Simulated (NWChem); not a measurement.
System: hexafluorodisilane (Si₂F₆); SMILES F[Si](F)(F)[Si](F)(F)F

```xyz
8

F     -1.4976     0.0373    -1.7195
Si     0.0000     0.0000    -1.1580
F      0.7811     1.2783    -1.7195
F      0.7165    -1.3156    -1.7195
Si     0.0000     0.0000     1.1580
F     -0.7085     1.3200     1.7195
F     -0.7889    -1.2735     1.7195
F      1.4974    -0.0464     1.7195
```
Atoms are numbered in this order, from 1.

Program: NWChem. Medium grid unless said otherwise, to which SCAN and Minnesota functionals are sensitive. Geometry: optimised at PBE0/def2-SVP. Level r2SCAN/def2-SVP: single points from the atomic guess with DIIS by default; each run changes one setting, and all converged runs end within 0.3 mHa of each other. NWChem's automatic level shift, which a small gap switches on, acted in some of these runs.

```csv
setting,SCF iterations
defaults,6
no level shifting,6
DIIS on 3 Fock matrices,6
core-Hamiltonian guess,14
70 % damping for 30 cycles,33
level shift of 0.5 Ha throughout,12
```
